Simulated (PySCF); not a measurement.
C8H6F2.
Structure used (GFN2-xTB), in Å, numbered top down from 1:
```
atom  x, y, z in Å
C1     3.482   -0.983   -0.355
C2     2.516   -0.270   -0.418
C3     1.383    0.555   -0.487
C4     0.169    0.156   -0.091
C5    -1.165    0.741   -0.032
C6    -1.674    1.920   -0.356
C7    -1.757   -0.527    0.549
C8    -0.348   -1.142    0.488
F9     0.175   -1.514    1.688
F10   -0.231   -2.241   -0.307
H11    4.325   -1.605   -0.301
H12    1.526    1.553   -0.882
H13   -2.719    2.137   -0.220
H14   -1.061    2.704   -0.765
H15   -2.149   -0.439    1.561
H16   -2.480   -1.037   -0.084
```

NICS = −σ at a ghost point: NICS(0) at the centroid of the ring atoms, NICS(1) 1 Å to either side along the normal of their mean plane, zz for the tensor component along that normal. Level: GIAO PBE0/pcSseg-1 (PySCF, non-relativistic, gas phase) on the GFN2-xTB geometry, one conformer.

Ring bond lengths (Å), with Mayer bond orders in brackets: C4–C5 1.459 (1.00), C5–C7 1.515 (1.05), C7–C8 1.539 (1.05), C8–C4 1.512 (0.92).

Question: What do the NICS probes read (ppm)?

Answer: 
```csv
ring,type,NICS(0),"NICS(1), two faces","NICS(1)zz, two faces",rms pucker (Å),"centre to ring atoms, mean (Å)"
C4–C5–C7–C8,4-membered carbocycle; formal bonds all single,2.5,-1.9 / -1.9,1.8 / 1.8,0.00,1.07
```

Question: What can be read from them?

Answer: 
- C4–C5–C7–C8: mean NICS(1)zz 1.8 ppm, near zero. C7, C8 have four or more neighbours, so the value isn't read as a sign of a π ring current.
